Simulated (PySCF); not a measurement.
Atoms are numbered as in `[N:1]#[C:2][CH2:3][c:4]1[cH:5][cH:6][cH:7][cH:8][c:9]1[F:10]` (H(Xn): hydrogen on atom n).

Geometry: PBE0-D3(BJ)/def2-SVP; GIAO shifts from PySCF 2.14.0 with density-fitted response routines, gas phase, non-relativistic, averaged over equivalent atoms.

At B97-2/pcSseg-1 (200 basis functions, 26 s wall time on 1 thread of an Arm Neoverse V2, shared host):
```tsv
atoms	δ (ppm)
N1	303.5
C9	164.6
C7	132.4
C5	131.7
C6	126.8
C4	120.1
C2	118.9
C8	117.2
C3	19.3
F10	-117.5
H(C5)	7.87
H(C7)	7.42
H(C6)	7.33
H(C8)	7.11
H(C3)	3.56
```

Shifts are taken against calculated references (same method and geometry level): $^{15}$N (262.91 ppm) vs NH3; $^{13}$C (183.69 ppm), $^{1}$H (31.38 ppm) against TMS; $^{19}$F (178.12 ppm) against CFCl3.

Question: What do these become at PBE0/pcSseg-1?

Answer: 
```
atoms  δ at PBE0/pcSseg-1  change
   N1               313.3    +9.8
   C9               167.6    +3.0
   C7               135.5    +3.1
   C5               134.8    +3.1
   C6               129.8    +3.0
   C4               122.7    +2.6
   C2               121.8    +2.9
   C8               120.0    +2.8
   C3                19.0    -0.3
  F10              -117.7    -0.2
H(C5)                7.93   +0.06
H(C7)                7.50   +0.08
H(C6)                7.40   +0.07
H(C8)                7.19   +0.08
H(C3)                3.56   +0.00
```

Scale: NH3 for $^{15}$N (σ = 265.67 ppm); $^{13}$C (σ = 184.41 ppm) and $^{1}$H (σ = 31.27 ppm) vs TMS; $^{19}$F (σ = 177.25 ppm) vs CFCl3 (reference shieldings calculated alike).

The largest change is at N1 (nitrile nitrogen). Cost: 200 basis functions, 28 s wall time on 1 thread of an Arm Neoverse V2, shared host. The order of the carbon signals is the same at both levels.

Unscaled 19F shifts against computed CFCl3 carry errors that often reach 10 to 50 ppm. Experimental scales use liquid or dissolved standards, which lie at an offset from isolated NH3 (liquid NH3: subtract about 20 ppm). Unscaled 15N shifts of sp2 nitrogen come out 20 to 40 ppm too high even then.
